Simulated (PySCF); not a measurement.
PySCF job for C2H8O2Si, SMILES C[Si@H](O)CO, ωB97X-D3(BJ)/def2-SVP. Geometry optimised at ωB97X-D3(BJ)/def2-SVP. The structure was generated by enumeration; whether it is a known compound was not checked. The values are those of a single conformer.

```python
import numpy as np
from pyscf import gto, scf, dft, df
from pyscf.hessian import thermo

mol = gto.M(
    atom='''
    C     2.15389442   -0.30731865    0.27080443
    Si    0.45552667    0.19977561   -0.32815695
    O    -0.19157131    1.47352454    0.56516604
    C    -0.85210116   -1.12627905   -0.03640743
    O    -2.14318498   -0.55591666   -0.19279685
    H     2.89291739    0.49830434    0.13275288
    H     2.51196517   -1.18756634   -0.28912922
    H     2.12891545   -0.56888073    1.34086436
    H     0.52052202    0.60326195   -1.76700846
    H     0.03738038    2.37028008    0.30474838
    H    -0.71844221   -1.58624453    0.96609282
    H    -0.75509338   -1.94996884   -0.76416803
    H    -2.12824749    0.28467884    0.28470919
    ''',
    basis='def2-SVP',
    charge=0,
    spin=0,
    max_memory=1600,
    verbose=3,
)
mf = dft.RKS(mol, xc='wb97x-d3bj').density_fit(auxbasis='def2-universal-jkfit')
mf.grids.level = 3
mf.conv_tol = 1e-11
mf.max_cycle = 100
mf.kernel()

# [left out here: the lines that compute and print the analytic Hessian (its translational invariance restored by hand, since the grid's response is missing), thermochemistry and intensities]
```

Output:

```
converged SCF energy = -520.843111542475

WARN: DFTD3 does not support analytical Hessian, using finite difference


WARN: Mole.unit (angstrom) is changed to Bohr

Mode                                 0                   1                   2
Irrep
Freq [cm^-1]                      101.4229            143.8823            152.5163
Reduced mass [au]                   2.9591              2.4236              1.2310
Force const [Dyne/A]                0.0179              0.0296              0.0169
Char temp [K]                     145.9250            207.0146            219.4370
Normal mode                   x     y     z       x     y     z       x     y     z
       0   C                 0.03  0.01 -0.08    0.05  0.09 -0.01   -0.03 -0.05  0.01
       1  Si                -0.02 -0.01  0.04    0.00 -0.06 -0.00    0.00  0.03 -0.00
       2   O                 0.04  0.02  0.05   -0.05 -0.08 -0.01    0.02  0.05 -0.03
       3   C                -0.02  0.01  0.11   -0.04 -0.02  0.02    0.01  0.02  0.02
       4   O                -0.01 -0.03 -0.14    0.02  0.11 -0.00   -0.02 -0.06  0.01
       5   H                 0.00  0.02 -0.14   -0.10  0.27  0.18   -0.10  0.09  0.48
       6   H                -0.01  0.02 -0.12    0.26  0.28 -0.16    0.15  0.24 -0.35
       7   H                 0.12  0.00 -0.08    0.06 -0.11 -0.06   -0.14 -0.54 -0.11
       8   H                -0.12 -0.05  0.02   -0.01 -0.09 -0.01    0.03  0.02 -0.00
       9   H                 0.07  0.01  0.03   -0.00 -0.07  0.05    0.05  0.04 -0.04
      10   H                -0.13  0.18  0.20   -0.09  0.00  0.04    0.05  0.05  0.03
      11   H                 0.08 -0.10  0.26   -0.11 -0.04  0.04    0.05 -0.00  0.04
      12   H                -0.12 -0.02 -0.15    0.11  0.13 -0.03   -0.06 -0.05 -0.00
Mode                                 3                   4                   5
Irrep
Freq [cm^-1]                      207.0187            227.8686            280.0942
[...]
       1  Si                 0.00  0.00 -0.01   -0.01  0.00 -0.00    0.01  0.01  0.01
       2   O                -0.00 -0.00  0.00    0.00 -0.00 -0.00    0.00 -0.00 -0.00
       3   C                -0.09  0.02 -0.03    0.00 -0.00  0.00   -0.12 -0.04  0.04
       4   O                 0.01 -0.02  0.02    0.00  0.00 -0.00    0.01  0.01 -0.03
       5   H                 0.01 -0.00 -0.01   -0.33  0.32 -0.18    0.00 -0.00  0.02
       6   H                -0.01  0.01 -0.01   -0.42 -0.03 -0.30    0.00  0.00 -0.00
       7   H                -0.00 -0.01  0.00   -0.49  0.11  0.06    0.01  0.01  0.00
       8   H                 0.00  0.02 -0.00    0.02  0.00 -0.01   -0.04 -0.04 -0.02
       9   H                 0.03 -0.02 -0.02    0.01 -0.00 -0.00    0.01 -0.01 -0.01
      10   H                -0.40  0.16  0.06    0.02 -0.00 -0.00    0.77  0.13  0.02
      11   H                 0.63  0.01  0.05    0.01  0.00 -0.00    0.16  0.18 -0.16
      12   H                 0.49 -0.10  0.16   -0.00  0.00  0.00    0.17 -0.04  0.05
Mode                                21                  22                  23
Irrep
Freq [cm^-1]                     1411.3068           1438.4469           1442.3420
Reduced mass [au]                   1.2274              1.0487              1.0493
Force const [Dyne/A]                1.4404              1.2785              1.2861
Char temp [K]                    2030.5563           2069.6049           2075.2090
Normal mode                   x     y     z       x     y     z       x     y     z
       0   C                -0.00 -0.00  0.00   -0.03 -0.04  0.04   -0.00 -0.04 -0.04
       1  Si                 0.01  0.00 -0.00   -0.00 -0.00  0.00    0.00 -0.00 -0.00
       2   O                -0.00 -0.00  0.00    0.00  0.00 -0.00    0.00  0.00  0.00
       3   C                -0.03 -0.09 -0.04   -0.00  0.01 -0.00    0.00 -0.00  0.00
       4   O                 0.04  0.04  0.04   -0.00 -0.00 -0.00   -0.00 -0.00  0.00
       5   H                 0.01 -0.01 -0.02    0.27 -0.33 -0.15   -0.03  0.11  0.65
       6   H                 0.01  0.02 -0.02    0.28  0.42 -0.49   -0.30 -0.07 -0.17
       7   H                -0.01  0.01  0.01   -0.20  0.43  0.14    0.33  0.52  0.11
       8   H                -0.01  0.01 -0.01    0.01  0.01  0.01   -0.00  0.02  0.00
       9   H                -0.02  0.00  0.00   -0.01  0.01  0.00    0.00  0.00  0.00
      10   H                -0.07  0.23  0.10    0.02 -0.04 -0.03   -0.03  0.02  0.01
      11   H                 0.43  0.03 -0.11   -0.00 -0.03  0.04    0.00  0.02 -0.02
      12   H                -0.70  0.13 -0.14    0.02 -0.00  0.00   -0.00  0.00 -0.00
Mode                                24                  25                  26
Irrep
Freq [cm^-1]                     1468.1478           2231.3190           3005.1727
Reduced mass [au]                   1.0665              1.0404              1.0703
Force const [Dyne/A]                1.3544              3.0519              5.6953
Char temp [K]                    2112.3377           3210.3712           4323.7744
Normal mode                   x     y     z       x     y     z       x     y     z
       0   C                -0.00 -0.00  0.00    0.00  0.00 -0.00   -0.00  0.00 -0.00
       1  Si                -0.00 -0.00  0.00    0.00  0.01 -0.03    0.00  0.00  0.00
       2   O                -0.00  0.00 -0.00    0.00 -0.00 -0.00   -0.00 -0.00 -0.00
       3   C                 0.04 -0.05  0.02   -0.00  0.00 -0.00    0.01 -0.04  0.06
       4   O                -0.01 -0.02 -0.00    0.00 -0.00  0.00    0.00 -0.00  0.00
       5   H                 0.01 -0.02 -0.04    0.00  0.00 -0.00    0.00  0.00 -0.00
       6   H                 0.03  0.03 -0.03   -0.00 -0.00 -0.00    0.00 -0.00 -0.00
       7   H                -0.03  0.01  0.01   -0.01  0.00 -0.00   -0.00 -0.00  0.01
       8   H                 0.01  0.01  0.01   -0.04 -0.26  0.94   -0.00  0.00 -0.00
       9   H                 0.00 -0.00 -0.00    0.00 -0.00 -0.00    0.00 -0.00  0.00
      10   H                -0.23  0.53  0.29    0.01  0.01 -0.00   -0.09  0.38 -0.85
      11   H                -0.30  0.39 -0.49    0.00 -0.00 -0.00   -0.02  0.16  0.17
      12   H                 0.15 -0.04  0.03   -0.00  0.00 -0.00    0.00 -0.01 -0.00
Mode                                27                  28                  29
Irrep
Freq [cm^-1]                     3063.5058           3113.5326           3162.1976
Reduced mass [au]                   1.0373              1.0931              1.1020
Force const [Dyne/A]                5.7356              6.2435              6.4926
Char temp [K]                    4407.7028           4479.6802           4549.6982
Normal mode                   x     y     z       x     y     z       x     y     z
       0   C                -0.05  0.02 -0.01   -0.00 -0.00 -0.00   -0.01 -0.07 -0.05
       1  Si                 0.00 -0.00  0.00   -0.00 -0.00  0.00    0.00 -0.00 -0.00
       2   O                -0.00  0.00  0.00    0.00 -0.00 -0.00   -0.00  0.00  0.00
       3   C                -0.00  0.00 -0.00   -0.00  0.05  0.07    0.00 -0.00 -0.00
       4   O                -0.00 -0.00  0.00   -0.00 -0.00 -0.00    0.00  0.00  0.00
       5   H                 0.36  0.41 -0.07    0.01  0.01 -0.00    0.36  0.39 -0.08
       6   H                 0.19 -0.48 -0.31   -0.00  0.01  0.00   -0.25  0.58  0.37
       7   H                -0.02 -0.13  0.53   -0.00 -0.00  0.01   -0.01 -0.08  0.27
       8   H                -0.00  0.00 -0.00    0.00  0.00 -0.00    0.00  0.00  0.00
       9   H                -0.00  0.00 -0.00    0.00  0.00 -0.00   -0.00  0.00 -0.00
      10   H                 0.00 -0.00  0.01   -0.02  0.10 -0.19    0.00 -0.00  0.00
      11   H                -0.00  0.00  0.00    0.07 -0.69 -0.61   -0.00  0.01  0.01
      12   H                 0.00  0.00 -0.00    0.00  0.01  0.01   -0.00  0.00 -0.00
Mode                                30                  31                  32
Irrep
Freq [cm^-1]                     3170.7013           3838.9407           3949.4608
Reduced mass [au]                   1.1033              1.0666              1.0672
Force const [Dyne/A]                6.5349              9.2616              9.8082
Char temp [K]                    4561.9333           5523.3810           5682.3947
Normal mode                   x     y     z       x     y     z       x     y     z
       0   C                 0.04  0.04 -0.07    0.00  0.00  0.00    0.00 -0.00 -0.00
       1  Si                 0.00  0.00 -0.00    0.00 -0.00 -0.00    0.00 -0.00 -0.00
       2   O                -0.00 -0.00  0.00   -0.00  0.00  0.00    0.01  0.06 -0.01
       3   C                -0.00 -0.00 -0.00    0.00  0.00  0.00   -0.00 -0.00  0.00
       4   O                -0.00 -0.00  0.00   -0.00  0.05  0.03   -0.00 -0.00 -0.00
       5   H                -0.39 -0.42  0.06    0.00 -0.00  0.00    0.00  0.00 -0.00
       6   H                -0.04  0.12  0.06   -0.00  0.00 -0.00    0.00 -0.00  0.00
       7   H                -0.01 -0.17  0.72    0.00 -0.00  0.00   -0.00  0.00  0.00
       8   H                 0.00 -0.00  0.00    0.00  0.00  0.00    0.00 -0.00 -0.00
       9   H                 0.00 -0.00  0.00   -0.00 -0.00  0.00   -0.22 -0.91  0.25
      10   H                -0.00 -0.00  0.01    0.00 -0.00  0.00   -0.00 -0.00 -0.00
      11   H                -0.00  0.00  0.00    0.00 -0.01 -0.01    0.00 -0.00 -0.00
      12   H                -0.00  0.00 -0.00    0.00 -0.84 -0.47    0.00  0.00  0.00
temperature 298.1500 [K]
pressure 101325.00 [Pa]
Rotational constants [GHz] 6.07826 2.68743 2.07367
Symmetry number 1
Zero-point energy (ZPE) 0.10297 [Eh]   270343.051 [J/mol]
                           tot       elec      trans        rot        vib
Entropy [J/mol/K]       354.151      0.000    165.163    111.518     77.470
Cv [J/mol/K]            114.121      0.000     12.472     12.472     89.178
Cp [J/mol/K]            122.436      0.000     20.786     12.472     89.178
Internal energy [J/mol]                      3718.434   3718.434 283509.639
Internal energy [Eh]   -520.73230  -520.84311
Enthalpy [J/mol]                             6197.391   3718.434 283509.639
Enthalpy [Eh]          -520.73135
Gibbs free energy [J/mol]                  -43045.974 -29530.600 260411.949
Gibbs free energy [Eh] -520.77157
static polarisability / bohr^3: [[ 5.3472e+01 -4.0000e-02  2.1100e-01]
 [-4.4000e-02  4.9916e+01 -7.1900e-01]
 [ 2.1300e-01 -7.2300e-01  4.5334e+01]]
largest difference of analytic and finite-field dipole derivatives / e: 0.0006616917305812819
mode   freq/cm-1   IR/(km/mol)   Raman/(A^4/amu)   depolarisation
   1      101.42         4.130             0.018            0.737
   2      143.88         4.261             0.725            0.660
   3      152.52         0.462             0.068            0.624
   4      207.02        82.865             1.661            0.702
   5      227.87         6.058             1.092            0.748
   6      280.09        21.525             0.773            0.721
   7      359.57        14.505             3.493            0.407
   8      472.58       123.489             2.471            0.708
   9      628.74        17.628             8.179            0.166
  10      671.77        41.992            10.718            0.271
  11      697.42        11.225             4.492            0.749
  12      747.91       100.948             4.269            0.306
  13      783.30        36.945             4.441            0.739
  14      843.46        48.002             4.980            0.711
  15      851.18       133.898             4.033            0.436
  16      909.87       186.667             4.571            0.735
  17      952.99       110.285             3.307            0.707
  18     1103.03        83.459             3.621            0.697
  19     1182.46        27.873             4.837            0.750
  20     1286.55        39.071             0.801            0.396
  21     1299.13         6.299             4.802            0.458
  22     1411.31        55.992             5.065            0.679
  23     1438.45         3.158            10.489            0.741
  24     1442.34         4.676            12.300            0.750
  25     1468.15         9.818            14.644            0.716
  26     2231.32       165.689           122.008            0.204
  27     3005.17        43.619           113.541            0.195
  28     3063.51         1.824           128.477            0.003
  29     3113.53        16.987            85.353            0.458
  30     3162.20         4.725            79.898            0.739
  31     3170.70         4.040            77.938            0.748
  32     3838.94        57.737            39.274            0.173
  33     3949.46       108.900            87.891            0.282
max |gradient| / (hartree/bohr): 3.6324695093493194e-05
APT charges: [-0.4161  1.5334 -0.8869  0.1261 -0.6322  0.019   0.0279  0.0252 -0.3266
  0.3065 -0.0671 -0.0082  0.2986]
```

The calculation finished and met its thresholds.
